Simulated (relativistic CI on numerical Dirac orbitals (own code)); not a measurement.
**Ligand-field terms of d6**

Computed with a parametric ligand-field model of a d^n configuration (Racah B and C, spin-orbit zeta, crystal field), exact diagonalisation.

Field parameters in Wybourne normalisation: Oh B⁴₀ = 21Dq, B⁴₄ = √(5/14) B⁴₀. The field is a parameter set, without covalency.

**Question.** Lowest levels for B = 960, C = 4280, ζ = 380 cm⁻¹, Oh, 10Dq = 24250 cm⁻¹?

**Answer.** A1 0 (S 0.01), T2 11813 (S 1.89), E 11816 (S 1.74), T1 11858 (S 1.75), A1 11901 (S 1.72), T2 11969 (S 1.68), T1 12100 (S 1.94), E 12528 (S 1.36), T2 12728 (S 1.57) cm⁻¹, with S from ⟨S²⟩ = S(S + 1). The ground level has 0.06 electrons in the cubic e pair.

**Question.** Lowest levels for B = 810, C = 3800, ζ = 120 cm⁻¹, Oh, 10Dq = 20250 cm⁻¹?

**Answer.** A1 0 (S 0.00), T2 8340 (S 2.00), E 8392 (S 2.00), T1 8397 (S 2.00), A1 8464 (S 1.99), T1 8473 (S 1.99), T2 8480 (S 1.99), E 9758 (S 1.01), T2 9765 (S 1.01) cm⁻¹, with S from ⟨S²⟩ = S(S + 1). The ground level has 0.06 electrons in the cubic e pair.

**Question.** Lowest levels for B = 650, C = 2370, ζ = 230 cm⁻¹, Oh, 10Dq = 14300 cm⁻¹?

**Answer.** A1 0 (S 0.01), T2 7501 (S 1.23), E 7502 (S 1.27), T1 7559 (S 1.40), A1 7596 (S 1.46), T2 7775 (S 1.98), T1 7899 (S 1.98), E 7983 (S 1.82), T2 8169 (S 1.87) cm⁻¹, with S from ⟨S²⟩ = S(S + 1). The ground level has 0.06 electrons in the cubic e pair.

**Question.** Lowest levels for B = 330, C = 1290, ζ = 410 cm⁻¹, Oh, 10Dq = 22800 cm⁻¹?

**Answer.** A1 0 (S 0.01), E 18929 (S 1.00), T2 18951 (S 1.00), T1 19200 (S 1.00), A1 19366 (S 1.00), T1 21262 (S 0.85), E 21444 (S 1.00), T2 21680 (S 1.00), A2 21804 (S 1.00) cm⁻¹, with S from ⟨S²⟩ = S(S + 1). The ground level has 0.02 electrons in the cubic e pair.

**Question.** Lowest levels for B = 350, C = 1350, ζ = 1850 cm⁻¹, Oh, 10Dq = 36500 cm⁻¹?

**Answer.** A1 0 (S 0.03), E 31551 (S 1.00), T2 31871 (S 0.99), T1 32454 (S 0.91), A1 33980 (S 1.00), T1 34772 (S 0.85), E 35622 (S 1.00), T2 36258 (S 1.00), T1 36654 (S 0.50) cm⁻¹, with S from ⟨S²⟩ = S(S + 1). The ground level has 0.02 electrons in the cubic e pair.
